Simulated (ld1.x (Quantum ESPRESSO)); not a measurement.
**Pseudopotential generation for copper: ultrasoft, LDA (PZ), scalar-relativistic.**

copper, ultrasoft, made with ld1.x (Quantum ESPRESSO) 7.5 (LDA (PZ), scalar-relativistic). Core [Ne] 3s2, reference 3p6 3d8 4s0 4p0 (charge +3). Waves: 4s (bound, empty): rcut 1.95, rcutus 2.10 bohr; 4s channel at -0.3 Ry: rcut 1.95, rcutus 2.10 bohr; 3p (bound): rcut 1.00, rcutus 1.05 bohr; 4p (bound, empty): rcut 1.00, rcutus 1.05 bohr; 3d (bound): rcut 1.20, rcutus 1.60 bohr; 3d channel at -3 Ry: rcut 1.20, rcutus 1.60 bohr. Local part: all-electron potential smoothed inside 1.20 bohr (lloc = -1). Core correction: Bessel-smoothed model core inside 0.55 bohr. Augmentation charge: built from norm-conserving waves at rcut, not smoothed further.

All-electron outer shells of the reference configuration (LDA (PZ), scalar-relativistic, ld1.x):

| shell | level (eV) | outermost node (bohr) | outermost maximum (bohr) |
| --- | --- | --- | --- |
| 3s | -160.16 | 0.29 | 0.61 |
| 3p | -117.73 | 0.26 | 0.62 |
| 3d | -49.25 | – | 0.58 |
| 4s | -34.63 | 0.86 | 1.81 |
| 4p | -26.02 | 0.92 | 2.08 |

Question: Does the generator finish with these settings?

Answer: Yes, a potential is produced.

Question: Is the overlap operator S = 1 + Σ q|β⟩⟨β| positive definite (Bessel basis up to 400 Ry)?

Answer: Yes: its lowest eigenvalue is 0.35 (p channel).

Test run stopped at test 1 of 9 (negative rho).

A Bessel basis up to 400 Ry misses an occupied level by 1.60 Ry, so cutoffs and ghosts were not judged.
